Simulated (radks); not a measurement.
Species: the technetium ion Tc37+. Configuration: [He] 2s2 2p2 (the NIST ground configuration). Calculated with a radial shooting solver on a logarithmic mesh with Libxc functionals: scalar-relativistic Kohn-Sham, exchange-only LDA, spin-polarised, spherical densities, finite nucleus; open shells are filled with parallel spins first (spin-orbit coupling, left out, can overturn this in heavy ions); Fermi nuclear charge, rms radius 4.4112 fm.

Unscreened Slater integrals over Kohn-Sham orbitals (eV). They are taken over the spin-up orbitals. Empty in this configuration: 3s.

F0(2p,2p): 202.89
F2(2p,2p): 97.162
F0(2p,2s): 184.54
G1(2p,2s): 103.41
F0(2p,1s): 273.99
G1(2p,1s): 53.711
F0(2p,3s): 96.316
G1(2p,3s): 10.330
F0(2s,2s): 173.15
F0(2s,1s): 243.01
G0(2s,1s): 24.660
F0(2s,3s): 93.918
G0(2s,3s): 8.2185
F0(1s,1s): 749.17
F0(1s,3s): 110.78
G0(1s,3s): 6.0860
F0(3s,3s): 73.697

Derived for the open shells (J is the average intra-shell exchange parameter used in DFT+U). 2p: J = F2/5 = 19.43 eV.
